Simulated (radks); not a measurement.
The numbers below are computed, except where a source is named.
Problem. Mean orbital radii <r> (bohr) of neutral calcium, [Ar] 4s2, of relativity; Dirac values are averaged over j with weights 2j + 1. Spin-unpolarised spherical Kohn-Sham, BLYP, point nucleus unless stated (finite: rms radius 3.4776 fm), a radial shooting solver on a logarithmic mesh with Libxc functionals. A level marked "c x" has the speed of light scaled by that factor.

| shell | non-rel. |
|---|---|
| 1s | 0.07737 |
| 2s | 0.3670 |
| 2p | 0.3287 |
| 3s | 1.163 |
| 3p | 1.274 |
| 4s | 4.012 |

Give the values at the level "Dirac, c x 0.85".

Solution. 
shell  Dirac, c x 0.85  change of magnitude (%)
1s             0.07663                    -0.95
2s              0.3634                    -0.98
2p              0.3275                    -0.37
3s               1.154                    -0.76
3p               1.273                    -0.12
4s               3.991                    -0.53
